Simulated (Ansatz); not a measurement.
`[SiH3]/C=C/I` and `[SiH3]/C=[CH]\[GaH2]` differ in one atom or group (the configuration at the double bond changes too).

Ansatz, PBE0-D4/def2-TZVP geometries, multiplicity 1. 

Elements past krypton have def2 core potentials. Scalar relativity is left out up to krypton. Spin–orbit coupling is left out; it splits and shifts lone-pair levels of the heavy atoms by tenths of an eV.

```csv
property,`[SiH3]/C=C/I`
HOMO–LUMO gap (PBE/def2-TZVPP) / eV,4.28
HOMO–LUMO gap (ωB97M-V/def2-TZVPP) / eV,10.44
size of the dipole moment (ωB97M-V/def2-TZVPP) / D,0.76
HOMO–LUMO gap (PBE0/def2-TZVPP) / eV,6.27
HOMO energy (ωB97M-V/def2-TZVPP) / eV,-9.27
HOMO energy (B3LYP/def2-TZVPP) / eV,-6.96
```

Question: Give the same properties after the change, and the shifts. (Estimate.)

Answer: Ansatz gave: 
| property | `[SiH3]/C=[CH]\[GaH2]` | shift |
| --- | --- | --- |
| HOMO–LUMO gap (PBE/def2-TZVPP) / eV | 4.62 | 0.34 |
| HOMO–LUMO gap (ωB97M-V/def2-TZVPP) / eV | 10.53 | 0.09 |
| size of the dipole moment (ωB97M-V/def2-TZVPP) / D | 1.44 | 0.68 |
| HOMO–LUMO gap (PBE0/def2-TZVPP) / eV | 6.62 | 0.35 |
| HOMO energy (ωB97M-V/def2-TZVPP) / eV | -9.89 | -0.62 |
| HOMO energy (B3LYP/def2-TZVPP) / eV | -7.49 | -0.53 |

With PBE0 the HOMO falls by 0.52 eV and the LUMO falls by 0.17 eV, so the gap widens by about 0.35 eV. PBE moves the HOMO by -0.40 eV and ωB97M-V by -0.62 eV. Dipoles are sizes alone; their direction can turn.

B3LYP here is the variant with VWN-RPA as its local correlation; programs differ in this.
